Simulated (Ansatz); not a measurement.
Cartesian coordinates (Å):
SMILES: C#Cc1ccccc1C(F)(F)F
```xyz
17

C     -2.1574     2.4457    -0.1751
C     -1.2229     1.6564    -0.1143
C     -0.1147     0.7575    -0.0442
C      1.2015     1.2801    -0.0486
C      2.3128     0.4326     0.0188
C      2.1342    -0.9568     0.0922
C      0.8380    -1.4925     0.0980
C     -0.2836    -0.6544     0.0310
C     -1.6739    -1.2571     0.0388
F     -2.3607    -0.9411    -1.0838
F     -1.6314    -2.6105     0.1145
F     -2.4008    -0.8205     1.0936
H     -2.9880     3.1354    -0.2285
H      1.3313     2.3701    -0.1066
H      3.3259     0.8619     0.0135
H      3.0039    -1.6281     0.1455
H      0.6859    -2.5789     0.1553
```
Charge 0, multiplicity 1.

Level of theory: frozen-core CCSD(T)/cc-pVDZ // PBE-D3(BJ)/def2-SVP run with Ansatz (a program for electronic structure). The restricted HF reference is unstable towards unrestricted orbitals.

```
Property                       Result
----------------------  -------------
HF energy               -642.02544 Ha
MP2 correlation energy    -1.71330 Ha
```

Question: Estimate the CCSD correlation energy, the (T) correction, the total energy and the T1 diagnostic.

Answer: 
The CCSD correlation energy comes out as -1.75479 Ha, the (T) correction is -0.06696 Ha and the CCSD(T) total energy is -643.84718 Ha. The T1 diagnostic is 0.012.
